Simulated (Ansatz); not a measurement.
Born–Oppenheimer molecular dynamics of ClGeH₅O₂ (9 atoms, charge 0, multiplicity 1). It starts at the highest image of a converged band, a first-order saddle point between two minima.

The calculation used RKS LDA/def2-SVP in Ansatz.

```yaml
ensemble: NVE (velocity Verlet)
time_step: 0.5 fs
steps_asked: 200
starting_velocities_drawn_for: 100 K
seed: 8248
```

First frame:

```xyz
9
Properties=species:S:1:pos:R:3
Ge 0.152 0.237 0.054
H 0.103 -0.048 1.831
O 1.660 -0.171 -0.756
H 1.565 -1.060 -1.157
O -0.918 1.491 -0.562
H -1.728 1.063 -0.909
H -0.705 -1.078 -0.067
Cl 1.396 2.041 1.124
H 0.637 0.777 1.866
```

Problem. What does the run give?

Solution. All steps were run.

```yaml
steps_done: 200
time_covered: 100 fs
mean_temperature_over_the_second_half: 1276 K
spread_of_the_potential_energy_over_the_second_half: 13.0 meV per atom
mean_potential_energy_of_the_second_half_above_the_start: -118.2 meV per atom
```

The conserved energy stayed within 0.11 meV per atom of its start (net change 0.073 meV per atom), so the integration is sound. The kinetic energy rose, since the run started high on the potential surface and went downhill. It ends in pieces (ClGeH3O2 + H2), so much of that is their flight and rotation, not heat. A run of 0.1 ps of so small a system gives no equilibrium averages. The orbitals stay closed-shell, which can raise the energy where a bond breaks towards radicals; this wasn't checked here.

Problem. What happens to the structure?

Solution. Between its relaxed ends the band would form Ge1–Cl8, H2–H9 and break Ge1–H2, Cl8–H9. These pairs go: Ge1–Cl8 2.44 → 2.40 Å, H2–H9 0.98 → 0.82 Å, Ge1–H2 1.80 → 8.44 Å, Cl8–H9 1.65 → 7.49 Å. In the last frame they stand as after the step (other bonds may differ from the relaxed reactants and products). It ends as ClGeH3O2 + H2. Pairs count as bonded within 1.25 times the sum of covalent radii (0.12 Å more for H–H). The details hang on the random start.

Problem. How do temperature and energy run in time?

Solution. 
| time (fs) | T (K) | potential energy less start (eV) | conserved less start (meV/atom) |
| --- | --- | --- | --- |
| 0 | 100 | 0.000 | 0.00 |
| 5 | 67 | 0.030 | 0.03 |
| 10 | 77 | 0.021 | 0.03 |
| 15 | 144 | -0.040 | 0.04 |
| 20 | 361 | -0.236 | 0.04 |
| 25 | 727 | -0.567 | 0.00 |
| 30 | 1092 | -0.897 | 0.00 |
| 35 | 1399 | -1.175 | 0.04 |
| 40 | 1634 | -1.388 | -0.02 |
| 45 | 1656 | -1.408 | -0.07 |
| 50 | 1406 | -1.181 | 0.00 |
| 55 | 1141 | -0.941 | 0.09 |
| 60 | 1179 | -0.975 | 0.07 |
| 65 | 1428 | -1.202 | -0.03 |
| 70 | 1510 | -1.276 | -0.03 |
| 75 | 1380 | -1.158 | 0.03 |
| 80 | 1285 | -1.073 | 0.01 |
| 85 | 1294 | -1.081 | -0.04 |
| 90 | 1249 | -1.039 | -0.01 |
| 95 | 1092 | -0.897 | 0.08 |
| 100 | 1038 | -0.848 | 0.07 |

The run took 73 s on 2 threads of AMD EPYC 9R45 96-Core Processor (Zen 5), with other jobs on the host, peak memory 0.16 GiB.
